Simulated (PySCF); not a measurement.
Geometries of 3 isomers of C7H8O, from PySCF, PBE0-D3(BJ)/def2-SVP geometry optimisation, gas phase. One conformer each, no zero-point energy, no frequencies.

Task: Which isomer lies lowest at this level?
A.
```xyz
16
angstrom
C      2.451   -0.004   -0.942
C      1.127    0.310   -0.983
C      0.552   -0.217    0.225
C     -0.853   -0.150    0.670
C     -1.978   -0.240   -0.329
C     -1.698    1.058    0.359
C      1.594   -0.805    0.885
O      2.741   -0.678    0.185
H      3.280    0.181   -1.621
H      0.619    0.853   -1.777
H     -1.033   -0.625    1.639
H     -2.871   -0.802   -0.045
H     -1.703   -0.339   -1.383
H     -1.230    1.860   -0.217
H     -2.396    1.405    1.125
H      1.661   -1.334    1.832
```
B.
```xyz
16
angstrom
C      1.941   -1.741   -1.959
C      1.180   -1.251   -1.149
C      0.282   -0.679   -0.197
C     -0.861   -1.318    0.164
C     -1.808   -0.794    1.118
C     -2.938   -1.425    1.478
O      0.580    0.520    0.354
C      1.761    1.177   -0.029
H      2.611   -2.178   -2.676
H     -1.060   -2.285   -0.304
H     -1.565    0.179    1.557
H     -3.205   -2.398    1.055
H     -3.627   -0.989    2.205
H      1.787    2.118    0.536
H      1.772    1.404   -1.108
H      2.658    0.584    0.216
```
C.
```xyz
16
angstrom
C     -2.389   -0.095    0.345
C     -0.901   -0.166    0.158
C     -0.025    0.488    1.029
C      1.355    0.451    0.842
C      1.898   -0.253   -0.236
O      3.227   -0.327   -0.467
C      1.039   -0.918   -1.115
C     -0.336   -0.869   -0.914
H     -2.887   -1.000   -0.032
H     -2.657    0.021    1.406
H     -2.821    0.764   -0.196
H     -0.428    1.043    1.882
H      2.017    0.970    1.542
H      3.693    0.171    0.213
H      1.470   -1.471   -1.952
H     -0.991   -1.398   -1.611
```

Result: C. That is p-cresol, `Cc1ccc(O)cc1`, 36.4 kcal/mol below the next.

```json
{"SMILES": "Cc1ccc(O)cc1", "atoms numbered as above": "[CH3:1][c:2]1[cH:3][cH:4][c:5]([OH:6])[cH:7][cH:8]1", "E (Eh)": "-346.14802", "relative (kcal/mol)": "0.0", "relative (kJ/mol)": "0.0", "dipole (D)": "1.34"}
{"SMILES": "c1cc(C2CC2)co1", "atoms numbered as above": "[cH:1]1[cH:2][c:3]([CH:4]2[CH2:5][CH2:6]2)[cH:7][o:8]1", "E (Eh)": "-346.09004", "relative (kcal/mol)": "36.4", "relative (kJ/mol)": "152.2", "dipole (D)": "0.87"}
{"SMILES": "C#C/C(=C/C=C)OC", "atoms numbered as above": "[CH:1]#[C:2]/[C:3](=[CH:4]/[CH:5]=[CH2:6])[O:7][CH3:8]", "E (Eh)": "-346.00476", "relative (kcal/mol)": "89.9", "relative (kJ/mol)": "376.1", "dipole (D)": "1.85"}
```

As drawn, the lowest has an aromatic ring and an O–H bond, which the highest lacks; the highest has a C≡C bond and a C=C bond outside aromatic rings, which the lowest lacks.
